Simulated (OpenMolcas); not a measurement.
Re4+: moving or changing the point charges

Re4+ among 6 point charges of -1.7 e arranged as a trigonal prism (D3h), 1.92 Å from the ion, with a polar angle of 43.7° against the regular 49.1°.
```
   1.3265    0.0000    1.3881  -1.70
  -0.6632    1.1488    1.3881  -1.70
  -0.6632   -1.1488    1.3881  -1.70
   1.3265    0.0000   -1.3881  -1.70
  -0.6632    1.1488   -1.3881  -1.70
  -0.6632   -1.1488   -1.3881  -1.70
```

```json
{
 "Program": "OpenMolcas 26.06",
 "Method": "CASSCF",
 "Basis": "ANO-RCC-VDZP [7s6p4d2f1g]",
 "Scalar Hamiltonian": "DKH2, point nucleus",
 "Active space": "3 electrons in 5 orbitals (5d)",
 "State averaging": "2S+1 = 4 even, 10 roots; 2S+1 = 2 even, 40 roots",
 "Spin-orbit coupling": "RASSI with atomic mean-field integrals over the reference wave functions"
}
```

Runs around this geometry, states (labels of D3, the rotations of D3h). Energies in cm-1 above the lowest state or level, χT in cm3 K/mol.

```csv
R (Å),q (e),Polar angle / regular,Ground state,First state of that spin,First gap with spin-orbit (degeneracies),χT at 300 K,First state of another spin
1.92,-1.7,0.82,4A2,4E 13627,"2421 (2, 2)",0.474,2E 10824
1.92,-0.85,0.89,4A2,4E 4930,"3715 (2, 2)",0.117,2E 14799
1.78,-1.7,0.89,4A2,4E 18081,"1979 (2, 2)",0.635,2E 11942
1.92,-1.7,0.89,4A2,4E 12080,"2656 (2, 2)",0.383,2E 13042
2.07,-1.7,0.89,4A2,4E 8234,"3279 (2, 2)",0.223,2E 14202
```

Taking the first state of the same spin as R^-n, n = -ln(8234 / 18081) / ln(2.07 / 1.78) = 5.2 between the shortest and longest distance.

Scaling the charges by -0.85 / -1.7 = 0.50 scales the first state of the same spin by 4930 / 12080 = 0.41; with fixed orbitals a first-order splitting would follow the charge.

Without dynamic correlation the repulsion within the d shell is too large (B by tens of per cent), so at a given field states of lower spin stand too high. Spin-orbit coupling mixes the spin-free states strongly: the lowest level takes only 51 % from its leading state, 4A2 (figures for R = 1.92, q = -0.85, ratio = 0.89; the like holds for R = 2.07, q = -1.7, ratio = 0.89). This is an electrostatic model: the charges have no orbitals. No measured value stands beside these numbers.
